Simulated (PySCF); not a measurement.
C3H10Si (SMILES C[SiH](C)C), singlet, at a GFN2-xTB geometry, with bond 5-1 at 1.8 times its length; CASSCF(4,3)/STO-3G (PySCF).

Here is a job for PySCF.
```python
from pyscf import gto, scf, mcscf
import numpy

mol = gto.Mole()
mol.atom = '''
    Si    0.040734    0.174696    0.357608
    C    -0.936326    1.325461   -0.801774
    C     1.761773   -0.161380   -0.382764
    C    -0.896684   -1.469599    0.559135
    H     0.311103    1.334232    2.731209
    H    -1.067203    0.883071   -1.785609
    H    -1.924717    1.538080   -0.405530
    H    -0.427080    2.275063   -0.936147
    H     2.345948   -0.815353    0.257697
    H     1.690961   -0.636869   -1.357270
    H     2.323615    0.759238   -0.508968
    H    -1.026678   -1.974212   -0.394403
    H    -1.884301   -1.311466    0.981908
    H    -0.364333   -2.149075    1.217957
'''
mol.basis = 'sto-3g'
mol.charge = 0
mol.spin = 0
mol.verbose = 4
mol.build()

mf = scf.RHF(mol)
mf.kernel()
mc = mcscf.CASSCF(mf, 3, 4)
mc.fix_spin_(ss=0.0)
mc.kernel()
occ = numpy.linalg.eigvalsh(mc.fcisolver.make_rdm1(mc.ci, mc.ncas, mc.nelecas))[::-1]
ss = mc.fcisolver.spin_square(mc.ci, mc.ncas, mc.nelecas)[0]
print('natural occupations', occ.round(4), ' <S^2>', round(ss, 4))
```

Output, abridged:

```
PySCF version 2.14.0

[INPUT] verbose = 4
[INPUT] num. atoms = 14
[INPUT] num. electrons = 42
[INPUT] charge = 0
[INPUT] spin (= nelec alpha-beta = 2S) = 0
[INPUT] symmetry False subgroup None
[INPUT] Mole.unit = angstrom
[INPUT] Symbol           X                Y                Z      unit          X                Y                Z       unit  Magmom
[...]
nuclear repulsion = 170.32573497088
number of shells = 24
number of NR pGTOs = 102
number of NR cGTOs = 34
basis = sto-3g
ecp = {}

******** <class 'pyscf.scf.hf.RHF'> ********
method = RHF
initial guess = minao
damping factor = 0
level_shift factor = 0
DIIS = <class 'pyscf.scf.diis.CDIIS'>
diis_start_cycle = 1
diis_space = 8
diis_damp = 0
SCF conv_tol = 1e-09
SCF conv_tol_grad = None
SCF max_cycles = 50
direct_scf = True
direct_scf_tol = 1e-13
Set gradient conv threshold to 3.16228e-05
Initial guess from minao.
init E= -403.333966398476
[...]
cycle= 1 E= -403.401790170575  delta_E= -0.0678  |g|= 0.251  |ddm|= 4.01
[...]
cycle= 2 E= -403.445373934573  delta_E= -0.0436  |g|= 0.126  |ddm|= 0.921
[...]
cycle= 3 E= -403.453997543202  delta_E= -0.00862  |g|= 0.0293  |ddm|= 0.327
[...]
cycle= 4 E= -403.454589571785  delta_E= -0.000592  |g|= 0.00319  |ddm|= 0.0739
[...]
cycle= 5 E= -403.454595254654  delta_E= -5.68e-06  |g|= 0.000636  |ddm|= 0.00718
[...]
cycle= 6 E= -403.45459544923  delta_E= -1.95e-07  |g|= 9.72e-05  |ddm|= 0.00116
[...]
cycle= 7 E= -403.454595456187  delta_E= -6.96e-09  |g|= 1.2e-05  |ddm|= 0.000301
[...]
cycle= 8 E= -403.454595456274  delta_E= -8.75e-11  |g|= 1.43e-06  |ddm|= 2.84e-05
[...]
Extra cycle  E= -403.454595456275  delta_E= -1.14e-12  |g|= 4.94e-07  |ddm|= 2.77e-06
converged SCF energy = -403.454595456275

******** <class 'pyscf.mcscf.mc1step.CASSCF'> ********
CAS (2e+2e, 3o), ncore = 19, nvir = 12
max_cycle_macro = 50
max_cycle_micro = 4
conv_tol = 1e-07
conv_tol_grad = None
orbital rotation max_stepsize = 0.02
orbital rotation threshold for CI restart = 0.01
augmented hessian ah_max_cycle = 30
augmented hessian ah_conv_tol = 1e-12
augmented hessian ah_linear dependence = 1e-14
augmented hessian ah_level shift = 1e-08
augmented hessian ah_start_tol = 2.5
augmented hessian ah_start_cycle = 3
augmented hessian ah_grad_trust_region = 3
kf_trust_region = 3
kf_interval = 4
ci_response_space = 4
ci_grad_trust_region = 3
with_dep4 0
natorb = False
canonicalization = True
sorting_mo_energy = False
ao2mo_level = 2
internal_rotation = False
******** <class 'pyscf.fci.addons.SpinPenaltyFCISolver'> ********
max. cycles = 50
conv_tol = 1e-08
davidson only = True
linear dependence = 1e-12
level shift = 0.001
max iter space = 12
nroots = 1
pspace_size = 400
spin = None
CASCI E = -403.547398265039  S^2 = 0.0000000
Set conv_tol_grad to 0.000316228
macro iter   1 ( 21 JK    4 micro), CASSCF E = -403.553860139382  dE = -6.46187434e-03  S^2 = 0.0000000
               |grad[o]|=0.0536  |grad[c]|=0.0227  |ddm|=0.0145  |maxRot[o]|=0.188
macro iter   2 ( 21 JK    4 micro), CASSCF E = -403.554022554662  dE = -1.62415280e-04  S^2 = 0.0000000
               |grad[o]|=0.0105  |grad[c]|=0.0052  |ddm|=0.00173  |maxRot[o]|=0.097
macro iter   3 ( 17 JK    4 micro), CASSCF E = -403.554021473193  dE =  1.08146827e-06  S^2 = 0.0000000
               |grad[o]|=0.00334  |grad[c]|=0.00571  |ddm|=0.000145  |maxRot[o]|= 0.11
macro iter   4 ( 22 JK    4 micro), CASSCF E = -403.554022376613  dE = -9.03419846e-07  S^2 = 0.0000000
               |grad[o]|=0.00253  |grad[c]|=0.00089  |ddm|=5.8e-05  |maxRot[o]|=0.0459
macro iter   5 ( 17 JK    4 micro), CASSCF E = -403.554021103022  dE =  1.27359112e-06  S^2 = 0.0000000
               |grad[o]|=0.00224  |grad[c]|=0.00273  |ddm|=0.00136  |maxRot[o]|=0.0649
macro iter   6 ( 24 JK    4 micro), CASSCF E = -403.554020372452  dE =  7.30570548e-07  S^2 = 0.0000000
               |grad[o]|=0.00204  |grad[c]|=0.000463  |ddm|=8.43e-05  |maxRot[o]|=0.0391
[...]
               |grad[o]|=0.00126  |grad[c]|=8.05e-07  |ddm|=    0  |maxRot[o]|=    0
macro iter  32 (  1 JK    1 micro), CASSCF E = -403.554019595820  dE =  0.00000000e+00  S^2 = 0.0000000
               |grad[o]|=0.00126  |grad[c]|=8.05e-07  |ddm|=    0  |maxRot[o]|=    0
macro iter  33 (  1 JK    1 micro), CASSCF E = -403.554019595820  dE =  0.00000000e+00  S^2 = 0.0000000
               |grad[o]|=0.00126  |grad[c]|=8.05e-07  |ddm|=    0  |maxRot[o]|=    0
macro iter  34 (  1 JK    1 micro), CASSCF E = -403.554019595820  dE =  0.00000000e+00  S^2 = 0.0000000
               |grad[o]|=0.00126  |grad[c]|=8.05e-07  |ddm|=    0  |maxRot[o]|=    0
macro iter  35 (  1 JK    1 micro), CASSCF E = -403.554019595820  dE =  0.00000000e+00  S^2 = 0.0000000
               |grad[o]|=0.00126  |grad[c]|=8.05e-07  |ddm|=    0  |maxRot[o]|=    0
macro iter  36 (  1 JK    1 micro), CASSCF E = -403.554019595820  dE =  0.00000000e+00  S^2 = 0.0000000
               |grad[o]|=0.00126  |grad[c]|=8.05e-07  |ddm|=    0  |maxRot[o]|=    0
macro iter  37 (  1 JK    1 micro), CASSCF E = -403.554019595820  dE =  0.00000000e+00  S^2 = 0.0000000
               |grad[o]|=0.00126  |grad[c]|=8.05e-07  |ddm|=    0  |maxRot[o]|=    0
macro iter  38 (  1 JK    1 micro), CASSCF E = -403.554019595820  dE =  0.00000000e+00  S^2 = 0.0000000
               |grad[o]|=0.00126  |grad[c]|=8.05e-07  |ddm|=    0  |maxRot[o]|=    0
macro iter  39 (  1 JK    1 micro), CASSCF E = -403.554019595820  dE =  0.00000000e+00  S^2 = 0.0000000
               |grad[o]|=0.00126  |grad[c]|=8.05e-07  |ddm|=    0  |maxRot[o]|=    0
macro iter  40 (  1 JK    1 micro), CASSCF E = -403.554019595820  dE =  0.00000000e+00  S^2 = 0.0000000
               |grad[o]|=0.00126  |grad[c]|=8.05e-07  |ddm|=    0  |maxRot[o]|=    0
macro iter  41 (  1 JK    1 micro), CASSCF E = -403.554019595820  dE =  0.00000000e+00  S^2 = 0.0000000
               |grad[o]|=0.00126  |grad[c]|=8.05e-07  |ddm|=    0  |maxRot[o]|=    0
macro iter  42 (  1 JK    1 micro), CASSCF E = -403.554019595820  dE =  0.00000000e+00  S^2 = 0.0000000
               |grad[o]|=0.00126  |grad[c]|=8.05e-07  |ddm|=    0  |maxRot[o]|=    0
macro iter  43 (  1 JK    1 micro), CASSCF E = -403.554019595820  dE =  0.00000000e+00  S^2 = 0.0000000
               |grad[o]|=0.00126  |grad[c]|=8.05e-07  |ddm|=    0  |maxRot[o]|=    0
macro iter  44 (  1 JK    1 micro), CASSCF E = -403.554019595820  dE =  0.00000000e+00  S^2 = 0.0000000
               |grad[o]|=0.00126  |grad[c]|=8.05e-07  |ddm|=    0  |maxRot[o]|=    0
macro iter  45 (  1 JK    1 micro), CASSCF E = -403.554019595820  dE =  0.00000000e+00  S^2 = 0.0000000
               |grad[o]|=0.00126  |grad[c]|=8.05e-07  |ddm|=    0  |maxRot[o]|=    0
macro iter  46 (  1 JK    1 micro), CASSCF E = -403.554019595820  dE =  0.00000000e+00  S^2 = 0.0000000
               |grad[o]|=0.00126  |grad[c]|=8.05e-07  |ddm|=    0  |maxRot[o]|=    0
macro iter  47 (  1 JK    1 micro), CASSCF E = -403.554019595820  dE =  0.00000000e+00  S^2 = 0.0000000
               |grad[o]|=0.00126  |grad[c]|=8.05e-07  |ddm|=    0  |maxRot[o]|=    0
macro iter  48 (  1 JK    1 micro), CASSCF E = -403.554019595820  dE =  0.00000000e+00  S^2 = 0.0000000
               |grad[o]|=0.00126  |grad[c]|=8.05e-07  |ddm|=    0  |maxRot[o]|=    0
macro iter  49 (  1 JK    1 micro), CASSCF E = -403.554019595820  dE =  0.00000000e+00  S^2 = 0.0000000
               |grad[o]|=0.00126  |grad[c]|=8.05e-07  |ddm|=    0  |maxRot[o]|=    0
macro iter  50 (  1 JK    1 micro), CASSCF E = -403.554019595820  dE =  0.00000000e+00  S^2 = 0.0000000
               |grad[o]|=0.00126  |grad[c]|=8.05e-07  |ddm|=    0  |maxRot[o]|=    0
1-step CASSCF not converged,  50 macro (535 JK 101 micro) steps
CASSCF canonicalization
Density matrix diagonal elements [1.99999819 1.56399329 0.43600853]
CASSCF energy = -403.554019595820
CASCI E = -403.554019595820  E(CI) = -7.42715899515105  S^2 = 0.0000000
natural occupations [2.     1.5685 0.4315]  <S^2> 0.0
```

Convergence was not reached.
